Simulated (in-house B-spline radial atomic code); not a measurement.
Successive ionisation energies of antimony; each step leads to the configuration of the next row (after the last: [Kr] 4d8). Dirac energy differences include first-order Breit, QED and recoil terms. NIST's values go from ground level to ground level; the uncertainty of those that are theory runs from under 0.1 % in few-electron ions to several per cent in heavy many-electron ones. Computed with a radial B-spline atomic code at the basis-set limit: Dirac-Hartree-Fock, average of the configuration, finite nuclei.

| ion | configuration | ionisation energy (eV) | tabulated value (eV) | tabulated kind | computed minus tabulated (eV) | highest orbital | largest mean radius (bohr) |
| --- | --- | --- | --- | --- | --- | --- | --- |
| Sb | [Kr] 4d10 5s2 5p3 | 7.62 | 8.608389 | measured | -0.98 | 5p3/2 | 2.9689 |
| Sb+ | [Kr] 4d10 5s2 5p2 | ? | ? | measured | ? | ? | ? |
| Sb2+ | [Kr] 4d10 5s2 5p1 | 24.04 | 25.3235 | measured | -1.29 | 5p3/2 | 2.5557 |
| Sb3+ | [Kr] 4d10 5s2 | ? | ? | measured | ? | ? | ? |
| Sb4+ | [Kr] 4d10 5s1 | 53.40 | 55 | semi-empirical | -1.60 | 5s1/2 | 1.9941 |
| Sb5+ | [Kr] 4d10 | 98.42 | 99.51 | measured | -1.09 | 4d5/2 | 1.0045 |
| Sb6+ | [Kr] 4d9 | 119.40 | 117 | tabulated theory | 2.40 | 4d5/2 | 0.97796 |

Q: Fill in the row of Sb+.

A: ionisation energy (eV): 15.40; tabulated value (eV): 16.626; computed minus tabulated (eV): -1.22; highest orbital: 5p3/2; largest mean radius (bohr): 2.7274.

Q: Fill in the row of Sb3+.

A: ionisation energy (eV): 41.62; tabulated value (eV): 43.804; computed minus tabulated (eV): -2.18; highest orbital: 5s1/2; largest mean radius (bohr): 2.0705.

Q: Where is the largest jump?

A: From Sb to Sb+, by a factor of 2.02 (7.6243 to 15.401 eV); the highest orbital goes from 5p3/2 to 5p3/2.

Where a p, d or f electron is removed, the computed value is a mean over both j, so it misses the tabulated one by a part of the spin-orbit splitting; averaging over terms and missing correlation add to the gap, relatively most at low charge.
